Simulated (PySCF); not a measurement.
IK, singlet, geometry from GFN2-xTB (such geometries of metal compounds can be far from the true shape) (core potentials on I). Base run: PySCF with HF/def2-SVP.

Input for PySCF:
```python
from pyscf import gto, scf

mol = gto.Mole()
mol.atom = '''
    K    -0.000000   -0.000000   -2.323816
    I     0.000000    0.000000    0.833066
'''
mol.basis = 'def2-svp'
mol.ecp = {'I': 'def2-svp'}
mol.charge = 0
mol.spin = 0
mol.verbose = 4
mol.build()

mf = scf.RHF(mol)
mf.kernel()
mo_i, mo_e, stable_i, stable_e = mf.stability(internal=True, external=True, return_status=True, nroots=6, tol=1e-6)
print('internally stable:', stable_i, ' externally stable:', stable_e)
if not stable_e:
    umf = mf.to_uhf() if not hasattr(mf, 'xc') else mf.to_uks()
    umf.scf_summary = {}
    umf.kernel(umf.make_rdm1(mo_e, umf.mo_occ))
mf.analyze()
```

The bond that is stretched is that between atoms 2 and 1. A test that says stable can miss a lower solution.

Variants of this job, named by their change:

| change | ΔE vs base (mEh) | <S^2> | HOMO-LUMO gap (eV) | stability test says |
|---|---|---|---|---|
| base | 0.000 | 0.000 | 7.18 | stable |
| bond × 1.25 | 19.324 | 0.000 | 6.10 | stable |
| bond × 1.5 | 44.977 | 0.000 | 5.11 | stable |
| bond × 1.8 | 69.103 | 0.000 | 4.07 | stable |
| bond × 2.2 | 89.943 | 0.000 | 3.02 | stable |
| bond × 3.0 | 111.7 | 0.000 | 1.83 | stable |

Where a bond breaks into two radicals, a solution with restricted orbitals usually stops being the lowest and lies too high; an unrestricted one lies lower at the price of spin contamination, which <S^2> shows.
